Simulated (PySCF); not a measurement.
**Working out the ionisation energy of Sb²⁺**

Sb²⁺ [Kr] 4d10 5s2 5p1 (2P) → Sb³⁺ [Kr] 4d10 5s2 (1S). Computed with PySCF 2.14 in x2c-QZVPPall (13s9p7d4f1g, 112 functions), with the spin-free X2C one-electron Hamiltonian (Gaussian nucleus). Frozen: [Ar] 3d10. Energies in hartree (1 hartree = 27.21139 eV):

| part | Sb²⁺ (lower) | Sb³⁺ (upper) |
| --- | --- | --- |
| UHF | -6477.135357 | -6476.247915 |
| MP2 opposite-spin | -0.456346 | -0.446143 |
| MP2 same-spin | -0.238017 | -0.230872 |

**Question.** What does Hartree-Fock give?

**Answer.** (-6476.247915) − (-6477.135357) = 0.887442 hartree = 24.149 eV.

**Question.** What do MP2 and SCS-MP2 (6/5 opposite-spin, 1/3 same-spin) give?

**Answer.** The opposite-spin parts differ by 0.278 eV and the same-spin parts by 0.194 eV. MP2: 24.149 + (0.278) + (0.194) = 24.621 eV. SCS-MP2: 24.149 + 1.2 × (0.278) + (0.194)/3 = 24.547 eV.

A first-order spin-orbit estimate adds 0.484 eV to MP2 (valence and next inner shell), giving 25.105 eV against 25.323 eV (measured; NIST Atomic Spectra Database, ionization energies).

What remains against the reference includes basis incompleteness, the frozen core and correlation beyond second order.
